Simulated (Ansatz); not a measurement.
H$_{2}$ClO (SMILES [OH2+]Cl), charge +1, singlet, at a GFN2-xTB geometry; HF/aug-cc-pVDZ (Ansatz, an electronic-structure program).

Ansatz was given this input:
Ansatz 0.2 input:
```yaml
crystal:
  periodic: [false, false, false]
  atoms:
    - {symbol: O, position_ang: [-0.04953206, 1.10991468, -0.06643190]}
    - {symbol: H, position_ang: [-0.99333882, 1.37577953, 0.07064769]}
    - {symbol: Cl, position_ang: [0.05025526, -0.69019538, -0.01068915]}
    - {symbol: H, position_ang: [0.53525584, 1.47822452, 0.64252305]}
basis:
  gaussian:
    orbitals: aug-cc-pVDZ
hamiltonian:
  xc: hf
total_charge: 1
accuracy: high
```

Output, abridged:

```
Functional definition: HF
1340 factors; integrals over basis functions are off by at most 3.9e-9 eV
mean field evaluation 1: about -14559.5371 eV, gradient 3.8e1 eV
mean field evaluation 2: about -14559.5382 eV, gradient 3.8e1 eV
mean field evaluation 4: about -14561.9286 eV, gradient 3.0e0 eV
mean field evaluation 8: about -14561.9536 eV, gradient 2.7e-4 eV
mean field evaluation 16: about -14554.1640 eV, gradient 4.3e0 eV
mean field -14561.95364110 eV, -535.1419258639 hartree, gradient 1.3e-8 eV, S^2 0.000000; 0 other end points of the search recorded, 0 dependent functions left out
reference -14561.95364110 eV, -535.1419258639 hartree; 13, 13 occupied and 55, 55 virtual orbitals, 1340 factors
Total energy: -14561.95364110 eV, -535.1419258639 hartree
```
